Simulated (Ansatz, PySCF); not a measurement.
Gas-phase reaction in SMILES: O=[SiH2] -> O=[SiH2] as doublet, charge +1 + e-
Each molecule is optimised on its own at B3LYP-D3(BJ)/def2-TZVP (Ansatz, a quantum-chemistry and plane-wave program). A spin state is the lowest found, not a proven ground state.

Property: adiabatic ionisation energy (electronic energy difference), in eV. Cores are frozen in the correlated levels unless marked. Open shells are spin-unrestricted. No spin-orbit coupling. Non-relativistic. CBS(X,Y): correlation extrapolated as X^-3; Hartree-Fock from the larger set.

```csv
level,program,adiabatic ionisation energy (eV)
HF-D4/def2-TZVPD,PySCF + dftd4,8.70
PBE0/def2-QZVPP,Ansatz,10.41
BHLYP/def2-TZVPD,Ansatz,10.12
r2SCANh-D4/def2-TZVPD,Ansatz + dftd4,10.39
r2SCAN0-D4/def2-TZVPD,Ansatz + dftd4,10.31
HSE06-D4/def2-TZVPD,Ansatz + dftd4,10.41
LC-wPBE/def2-TZVPD,Ansatz,?
RPA@PBE/cc-pV(Q+d)Z,Ansatz,?
SCS-MP2/STO-3G,Ansatz,5.61
SCS-MP2/aug-cc-pV(D+d)Z,Ansatz,10.56
SCS-MP2/def2-SVPD,Ansatz,10.57
CCSD/6-31G,Ansatz,9.44
CCSD/cc-pV(D+d)Z,Ansatz,10.04
CCSD/def2-TZVPPD,Ansatz,10.37
"CCSD(T)/CBS(def2-TZVPPD,def2-QZVPPD)",Ansatz,?
```

Problem. Complete the blanks.

Solution. 
- LC-wPBE/def2-TZVPD, adiabatic ionisation energy (eV): 10.55
- RPA@PBE/cc-pV(Q+d)Z, adiabatic ionisation energy (eV): 10.86
- CCSD(T)/CBS(def2-TZVPPD,def2-QZVPPD), adiabatic ionisation energy (eV): 10.67
